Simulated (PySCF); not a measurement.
[Ti(OH)4]-: Ti(III) (d1), charge -1. The structure is a PBE0-D3(BJ)/def2-TZVP geometry optimised for multiplicity 2; coordination tetrahedral, point group S4, metal–donor distances 1.92 Å.

Method (PySCF 2.14, density fitting): CASSCF(1,5) with orbitals averaged over all microstates of the shell, strongly contracted NEVPT2 on the averaged canonical orbitals; basis x2c-TZVPall on the metal, x2c-SVPall elsewhere; spin-free X2C; IEF-PCM dichloromethane; spin-orbit coupling by state interaction with the mean-field operator over all roots.

CASSCF energies above the lowest CASSCF root:

```csv
state,CASSCF / cm⁻¹
2B (from 2E),0
2A (from 2E),3587
2E (from 2T2),10063
2B (from 2T2),10970
```

Question: How does dynamic correlation (SC-NEVPT2) move these states?

Answer: 
```csv
state,NEVPT2 / cm⁻¹,shift / cm⁻¹
2B (from 2E),0,0
2A (from 2E),4365,+778
2E (from 2T2),10558,+494
2B (from 2T2),11830,+860
```

In the ligand-field fit 10Dq goes from 8572 to 8799 cm⁻¹. The symmetry is lower than cubic, so 10Dq is the difference of the means of the two sets.

NEVPT2 lifts 2A (from 2E) from 3587 to 4365 cm⁻¹; on the d shell alone such lifts tend to overshoot. NEVPT2 on the d shell alone tends to put d–d bands too high for such charged or covalently bound ions.
